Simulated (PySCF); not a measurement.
C5H7N, SMILES C=C1C=NCC1. The structure is a stationary point at PBE-D3(BJ)/def2-SVP. Other conformers were not sampled.

Give the equilibrium geometry at PBE-D3(BJ)/def2-SVP (PySCF confirms it by a frequency run) as Cartesian coordinates in Å, and its point group. (The exact figures need the calculation; the answer reports its results.)

One answer among several that fit: point group Cs.
```xyz
13

C      0.0319     2.1707     0.0000
C      0.0295     0.8199     0.0000
C     -1.1666    -0.0396     0.0000
N     -0.9499    -1.3117     0.0000
C      0.4994    -1.5335     0.0000
C      1.2017    -0.1457     0.0000
H      0.9662     2.7531     0.0000
H     -0.9146     2.7339     0.0000
H     -2.1963     0.3645     0.0000
H      0.7624    -2.1524    -0.8853
H      0.7624    -2.1524     0.8853
H      1.8466     0.0021     0.8902
H      1.8466     0.0021    -0.8902
```
Charge 0, spin multiplicity 1.
